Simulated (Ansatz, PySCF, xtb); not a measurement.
Noncovalent pair: dimethyl selenide (SMILES C[Se]C) (first 9 atoms) with HF (SMILES F); geometry from B3LYP-D3(BJ)/def2-TZVP, rigid monomers moved along the line of their centres of mass till Se2···H11 is 3.15 Å.
(charge 0, multiplicity 1):
```xyz
11

C     -1.389    -0.950     0.903
Se    -0.092     0.472     0.525
C      1.371    -0.690    -0.074
H     -0.980    -1.627     1.649
H     -2.282    -0.468     1.294
H     -1.629    -1.482    -0.015
H      1.637    -1.380     0.723
H      2.217    -0.045    -0.298
H      1.070    -1.228    -0.970
F      1.295    -0.153     4.293
H      0.975     0.221     3.482
```

Interaction energies are E(AB) − E(A) − E(B) at the monomers' geometry in the complex; basis-set methods are counterpoise corrected. Rows marked so take none.

Rows in 3-21G carry no dispersion term and start afresh at each structure; the Pople sets are all-electron and without relativity.

Run with Ansatz (an electronic-structure program) with Gaussian orbitals; PySCF for 3-21G rows, the dispersion terms; xtb for the GFN methods. Values without a source in brackets are computed.

Task: One of these levels gives -4.26 kcal/mol for the interaction energy. Which?
A. B3LYP-D4/def2-TZVPPD
B. GFN-FF
C. HF/3-21G (no counterpoise)

Result: A, B3LYP-D4/def2-TZVPPD. The others give -2.92 (GFN-FF), -3.68 (HF/3-21G (no counterpoise))
